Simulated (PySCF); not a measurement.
# Predicted spectroscopic data

Computational details: PBE0/pcSseg-1 with gauge-including orbitals, geometry: GFN2-xTB, in PySCF 2.14 (one averaged value for each set of equivalent atoms, a single conformation, in vacuum, non-relativistic Hamiltonian).

Referencing at the same level of theory: ¹H and ¹³C vs TMS. Splittings of carbon signals by F and P are missing where no couplings were computed. Where no couplings were computed, multiplicities follow the n + 1 count of equivalent neighbours, and m marks all less simple cases (inequivalent or close neighbours, rings, F or P nearby). Acid and N–H amide carbonyl carbons lie up to 10 ppm further downfield in solution (hydrogen bonding). Shifts are as computed. Against solution values, carbons near 30 ppm lie about +3 ppm off and those near 130 ppm about +5 ppm. Of 1211 compounds with measured shifts, 218 miss one by over three times the rms of a fit or turn the order of signals round; such compounds aren't used in these exercises. Groups on amide-type nitrogens are kept apart (slow C–N rotation). OH and NH positions are gas-phase values without hydrogen bonding to other molecules.

**1.** SMILES C(=C\CC)/CO[SiH3], C5H12OSi. ¹H NMR (500 MHz, computed): δ 6.02 (m, 1H), 5.84 (m, 1H), 4.89 (s, 3H), 4.24 (d, 2H), 2.10 (m, 2H), 1.10 (t, 3H). ¹³C{¹H} NMR (computed): δ 142.4, 137.1, 70.9, 32.0, 17.2.

**2.** `NC(=O)C#CC(F)F`, C4H3F2NO. ¹H NMR (500 MHz, computed): δ 6.67 (m, 1H), 5.35 (br, 1H), 4.76 (br, 1H). ¹³C{¹H} NMR (computed): δ 152.4 (C), 110.0 (CH), 87.8 (C), 81.0 (C).
